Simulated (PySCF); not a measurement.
An unknown is described by computed data only.

Elements present: C, H, N, O and S. Monoisotopic mass: 128.0044 u.

- UV, strongest line: among the 6 lowest singlet transitions: S4 at 5.26 eV (235 nm, f = 0.241) [TDDFT PBE0/def2-SVPD]
- NMR, other nuclei: isotropic shieldings of nuclei other than C and H, by class: -139 (1 N), -137 (1 N), -322 (1 O), -20 (1 S) ppm [GIAO PBE0/pcSseg-1]
- 1H NMR: chemical shifts (computed TMS as zero) by class: 9.22 (1 H), 2.90 (3 H) ppm [GIAO PBE0/pcSseg-1]
- UV, first state: lowest singlet excitation: 3.66 eV (339 nm, f = 0.000) [TDDFT PBE0/def2-SVPD]
- Rotational structure: rotational constants A, B, C: 4.435, 1.261, 0.988 GHz [GFN2-xTB]
- Dipole: 1.92 D [PBE0/def2-SVPD]
- Triplet: lowest triplet excitation (Tamm–Dancoff): 3.15 eV [TDA PBE0/def2-SVPD]
- Polarisability: 79.0 au [PBE0/def2-SVPD]
- 13C NMR: chemical shifts (computed TMS as zero) by class: 197.2 (1 C), 163.4 (1 C), 155.3 (1 C), 31.3 (1 C) ppm [GIAO PBE0/pcSseg-1]

The electronic properties come from PySCF, for the isolated species, density fitting. Levels stand in brackets. Isolated species at its GFN2-xTB geometry (one conformer only). NMR values are class means; diastereotopic atoms form classes of their own.

Question: Which formula fits the mass and the elements?

Answer: C4H4N2OS (calculated 128.0044). No other formula that holds each of these elements comes within 0.0003 u with a fitting electron parity and a possible valence count.

Question: What is the compound? Reason from the data.

Answer: Numbering: `[CH3:1][C:2](=[O:3])[c:4]1[cH:5][n:6][s:7][n:8]1`. Its formula, C4H4N2OS, gives 4 degrees of unsaturation: 1 ring and 3 π bonds in the structure found (Kekulé form). 4 carbons fall into 4 classes; from least to most shielded: ketone carbonyl carbon [C2] (197.2 ppm), substituted aromatic carbon [C4] (163.4 ppm), aromatic CH next to a ring nitrogen [C5] (155.3 ppm), methyl carbon next to a carbonyl [C1] (31.3 ppm). Hydrogen classes from least to most shielded: 1 H on an aromatic CH next to a ring nitrogen, C5 (9.22 ppm), 3 H on a methyl carbon next to a carbonyl, C1 (2.90 ppm, a mean of values up to 0.9 ppm apart in this geometry). The other shieldings belong to: -139 ppm, pyridine-type nitrogen [N8]; -137 ppm, pyridine-type nitrogen [N6]; -322 ppm, ketone oxygen [O3]; -20 ppm, ring sulfur [S7]. S1 is mainly HOMO→LUMO (weight 0.89); the largest Löwdin shares of the orbital it empties are 0.60 on the ketone oxygen, 0.12 on the ketone carbonyl carbon, 0.11 on the methyl carbon next to a carbonyl and 0.08 on the substituted aromatic carbon, of the orbital it fills 0.25 on a pyridine-type nitrogen, 0.20 on the ring sulfur, 0.15 on the ketone oxygen and 0.13 on the ketone carbonyl carbon. The optimised geometry has point group Cs and is an asymmetric top. Structure: `CC(=O)c1cnsn1`. Computed isomers that give other values at the same levels: `CC(=O)c1ncsn1` (13C chemical shifts (computed TMS as zero) by class: 194.2 (1 C), 180.2 (1 C), 172.2 (1 C), 34.7 (1 C) ppm). The assignments are read from this structure; whether some other isomer fits the data as well wasn't checked.

Conformer computed: `[CH3:1][C:2](=[O:3])[c:4]1[cH:5][n:6][s:7][n:8]1`: C1–C2–C4–C5 180°.
